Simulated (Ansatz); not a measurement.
Relaxation of AlAsH₃NS (7 atoms, charge 0, multiplicity 1), to a largest force component of 0.015 eV/Å in at most 40 steps.

Theory: RHF/def2-SVP in Ansatz 0.2.0.

```xyz
7
Properties=species:S:1:pos:R:3
N -1.011 0.838 0.427
As 0.264 0.661 -0.929
Al -0.652 2.645 -2.005
S 1.076 2.679 -0.607
H -1.897 1.282 -0.073
H -0.703 1.627 1.072
H -1.198 2.976 -3.533
```

Question: Where does it end, and by what steps?

Answer: It converged. After 10 steps the energy has fallen by 1.569 eV; H6 moved furthest, 0.93 Å.

| step | energy less start (eV) | largest force component (eV/Å) | accepted |
| --- | --- | --- | --- |
| 0 | 0.0000 | 3.213 | yes |
| 1 | -0.9972 | 1.222 | yes |
| 2 | -1.3444 | 0.934 | yes |
| 3 | -1.4299 | 0.780 | yes |
| 4 | -1.4847 | 1.297 | yes |
| 5 | -1.5510 | 0.515 | yes |
| 6 | -1.5433 | 0.361 | no |
| 7 | -1.5649 | 0.203 | yes |
| 8 | -1.5673 | 0.147 | yes |
| 9 | -1.5686 | 0.027 | yes |
| 10 | -1.5687 | 0.008 | yes |

```xyz
7
Properties=species:S:1:pos:R:3
N -1.152 0.896 0.420
As 0.207 0.834 -0.790
Al -0.347 2.518 -2.413
S 1.062 3.096 -0.938
H -1.873 1.589 0.360
H -0.874 0.762 1.375
H -1.144 3.013 -3.661
```

Run time: 110 s on 1 CPU thread of a shared host.
